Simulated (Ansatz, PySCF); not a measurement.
Gas-phase reaction in SMILES: CC(=O)O[Si](F)(F)F + 8 [H][H] (H2) -> 2 C (CH4) + 3 F (HF) + 2 O (H2O) + [SiH4] (SiH4)
Structures are relaxed separately at B3LYP-D3(BJ)/def2-TZVP in Ansatz (an electronic-structure program), one conformer each, not searched for the lowest.

Wanted: energy of full hydrogenation (enthalpy at 298 K, with B3LYP-D3(BJ) rigid-rotor harmonic-oscillator terms from PySCF), in eV. Cores are frozen in the correlated levels unless marked. Spin-orbit coupling is left out. Non-relativistic. CBS marks a two-point X^-3 extrapolation of the correlation energy; Hartree-Fock from the larger set.

```
level                                        program  energy of full hydrogenation (eV)
------------------------------------  --------------  ---------------------------------
revPBE/def2-TZVPD                             Ansatz                               2.59
r2SCAN/def2-TZVPD                             Ansatz                               3.44
PBE0/6-31G*                                   Ansatz                                [?]
PBE0/def2-TZVP                                Ansatz                                [?]
BHLYP-D3(BJ)/def2-TZVPD               Ansatz + dftd3                               2.98
r2SCAN0-D4/def2-TZVPD                 Ansatz + dftd4                               3.14
LC-wPBE-D3(BJ)/def2-TZVPD             Ansatz + dftd3                               2.68
LC-wPBE/def2-TZVPD                            Ansatz                               2.56
wB97M-V/def2-TZVPD                            Ansatz                               3.04
RPA@PBE/cc-pV(Q+d)Z                           Ansatz                               3.11
SCS-MP2/aug-cc-pV(T+d)Z                       Ansatz                               3.05
CCSD/STO-3G                                   Ansatz                               3.18
CCSD(T)/CBS(cc-pV(T+d)Z,cc-pV(Q+d)Z)          Ansatz                                [?]
```

Q: Complete the blanks.

A: 
- PBE0/6-31G*, energy of full hydrogenation (eV): 4.23
- PBE0/def2-TZVP, energy of full hydrogenation (eV): 2.84
- CCSD(T)/CBS(cc-pV(T+d)Z,cc-pV(Q+d)Z), energy of full hydrogenation (eV): 3.09
